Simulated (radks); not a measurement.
Numerical settings for the cerium ion Ce+, [Xe] 4f1 5d2. Calculated with a radial shooting solver on a logarithmic mesh with Libxc functionals: scalar-relativistic Kohn-Sham, PBE, spin-polarised, spherical densities, point nucleus; open shells are filled with parallel spins first (spin-orbit coupling, left out, can overturn this in heavy ions). The defaults (mesh step 0.008 in ln r, mesh end at 40 bohr or more with all orbitals vanishing there, Anderson mixing 0.5 over 9 steps, residual threshold near 1e-9 with the energy settled to 1e-9 hartree or 1e-11 of itself, here a cap of 87 iterations) give E = -8860.2596 hartree and 5d at -7.699 eV in 14 iterations. Run on one thread of a shared host, so times are rough (Arm Neoverse V2): 0.25 s of CPU time, 0.25 s wall, 14 iterations on 2602 mesh points. Changes against that run (0 stands for a change within the tolerance of the run):

setting                     iterations         converged  E (mhartree)  e(5d) (meV)  CPU (s)
mesh step in ln r 0.012             14               yes             0            0     0.17
mesh step in ln r 0.03              14               yes      +0.00676            0     0.08
mesh step in ln r 0.12               4                no      diverged            -     0.01
mesh end (bohr) 3                   14  level above zero     +1.92e+03    +2.09e+04      0.2
mesh end (bohr) 5                   14               yes         +82.2     +2.2e+03     0.23
residual threshold 1e-05            10               yes             0      +0.0691      0.2
residual threshold 1e-13            22               yes             0            0      0.3
mixing 1                            12               yes             0            0     0.23
linear mixing, mixing 0.05          87                no        +0.564        -41.8      1.4
linear mixing, mixing 1             87                no     +8.93e+03    -4.47e+04      2.7
mixing history 3                    16               yes             0            0     0.26
iteration cap 8                      8                no             0       +0.791     0.16

Settled on a wrong energy, with an occupied level pushed above zero by the early mesh end: mesh end (bohr) 3 (+1.92 hartree). Apart from these: settings that end as converged yet miss the energy by more than 1 mhartree: mesh end (bohr) 5 (+0.0822 hartree). A mesh that ends early acts as a hard wall.
